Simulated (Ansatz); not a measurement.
`C[NH][GeH]([F])[O]C` and `C[O][GeH]([F])[O]C` differ in one atom or group.

Ansatz, PBE0-D4/def2-TZVP geometries, multiplicity 1. Each molecule was computed in one conformer, which needn't be the lowest.

Scalar relativity is left out up to krypton.

| property | `C[NH][GeH]([F])[O]C` |
| --- | --- |
| HOMO energy (B3LYP/def2-TZVPP) / eV | -6.97 |
| HOMO–LUMO gap (ωB97M-V/def2-TZVPP) / eV | 11.96 |
| HOMO–LUMO gap (PBE0/def2-TZVPP) / eV | 8.00 |
| size of the dipole moment (B3LYP/def2-TZVPP) / D | 1.18 |
| LUMO energy (PBE0/def2-TZVPP) / eV | 0.80 |
| size of the dipole moment (ωB97M-V/def2-TZVPP) / D | 1.15 |

Q: What does the change do to each property? (An estimate is asked.)

A: The calculation gave: 
```csv
property,`C[O][GeH]([F])[O]C`,shift
HOMO energy (B3LYP/def2-TZVPP) / eV,-8.08,-1.11
HOMO–LUMO gap (ωB97M-V/def2-TZVPP) / eV,13.18,1.22
HOMO–LUMO gap (PBE0/def2-TZVPP) / eV,8.84,0.84
size of the dipole moment (B3LYP/def2-TZVPP) / D,1.26,0.08
LUMO energy (PBE0/def2-TZVPP) / eV,0.51,-0.29
size of the dipole moment (ωB97M-V/def2-TZVPP) / D,1.25,0.10
```

With PBE0 the HOMO falls by 1.12 eV and the LUMO falls by 0.29 eV, so the gap widens by about 0.83 eV. PBE moves the HOMO by -0.93 eV and ωB97M-V by -1.17 eV. Dipoles are sizes alone; their direction can turn.

B3LYP here is the variant with VWN-RPA as its local correlation; programs differ in this.
